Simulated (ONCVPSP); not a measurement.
caesium, ONCV: configuration errors across variants

```json
{
  "Element": "caesium",
  "Generator": "ONCVPSP 4.0.1",
  "Type": "optimised norm-conserving Vanderbilt (ONCV)",
  "Functional": "PBE",
  "Relativity": "fully relativistic",
  "Frozen core": "[Kr] 4d10",
  "Valence charge": "9",
  "Reference configuration": "5s2 5p6 6s1",
  "Partial waves": "5s+6s: rc 2.55 bohr, ncon 4, nbas 7, qcut 3.7 1/bohr, 3 projectors, debl 3.5 Ha; 5p: rc 3.05 bohr, ncon 3, nbas 6, qcut 3.7 1/bohr, 1 projector; d scattering state at 0.11 Ha: rc 2.55 bohr, ncon 4, nbas 9, qcut 4.1 1/bohr, local",
  "Local potential": "the d channel",
  "Core correction": "polynomial model core, fcfact 0.7"
}
```

Open shells are filled in proportion to 2j + 1.

In the d channel the program set the typed energies aside and used 0.050 Ha (j = l + 1/2; the other j can differ).

All-electron excitation energies from the reference (eV): (1) 5s2 5p6 6s0 3.863; (2) 5s2 5p6 6s0.5 1.471; (3) 5s2 5p6 6s0 6p1 1.368; (4) 5s2 5p5 6s1 17.909.

3 further variants failed, have other tests or another functional or relativity, and are left out.

Errors AE − PS in meV (a dash: test not solved or not reliable):

| change | (1) | (2) | (3) | (4) | bound ghosts | GHOST(+) flags above zero |
| --- | --- | --- | --- | --- | --- | --- |
| base | 0.0 | 0.0 | +21 | -3.0 | none | s |
| all radii but the core radius scaled by about 0.96 (s 2.44, p 2.92, d 2.44 bohr) | 0.0 | 0.0 | +20 | -2.5 | none | s |
| s: qcut 3.8; p: qcut 3.8; d: qcut 4.2 | 0.0 | 0.0 | +21 | -3.4 | none | s |
| s: qcut 2.3 | -0.2 | 0.0 | +21 | -1.5 | none | none |
| p: qcut 2.3 | -0.6 | -0.1 | +9.9 | +35 | none | s |
| d: nproj 1; local potential polynomial inside 2.05 bohr (lpopt 4, dvloc0 0 Ha) | -0.1 | 0.0 | +14 | -5.6 | none | s |
| s: debl 3.7 | 0.0 | 0.0 | +21 | -3.0 | none | s |

Task: Give the same row for: p: rc 2.64.

Result: -0.1, 0.0, +19, +3.7; bound ghosts: none; GHOST(+) flags above zero: s.
